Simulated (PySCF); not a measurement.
# Hf³⁺ (hafnium, charge +3) across methods

[Xe] 4f14 5d1, 2D determinant. Calculation: PySCF 2.14, in x2c-TZVPPall (11s7p7d3f1g, 97 functions); scalar relativity by spin-free X2C-1e.

```tsv
method	E (hartree)	mean ε 4f α (eV)	mean ε 4f β (eV)	mean ε 5d α (eV)	Σ⟨r²⟩ (bohr²)	⟨S²⟩
LDA	-15067.07	-44.740	-44.624	-27.660	33.76	0.750
UHF	-15071.91993	-58.724	-58.601	-32.357	33.56	0.752
PBE	-15076.94	-44.352	-44.243	-27.668	33.79	0.750
wB97M-V	-15076.09	-50.395	-50.275	-31.306	33.69	0.751
BP86	-15078.88	-44.446	-44.341	-27.737	33.73	0.750
r2SCAN	-15077.06	-44.513	-44.387	-27.999	33.58	0.751
revPBE	-15077.36	-44.265	-44.159	-27.652	33.77	0.750
```

Question: Estimate the same row for PBE0.

Answer: E (hartree) = -15076.72; mean ε 4f α (eV) = -48.181; mean ε 4f β (eV) = -48.065; mean ε 5d α (eV) = -29.038; Σ⟨r²⟩ (bohr²) = 33.65; ⟨S²⟩ = 0.751.

Spin-orbit coupling, absent here, splits the open shell strongly.
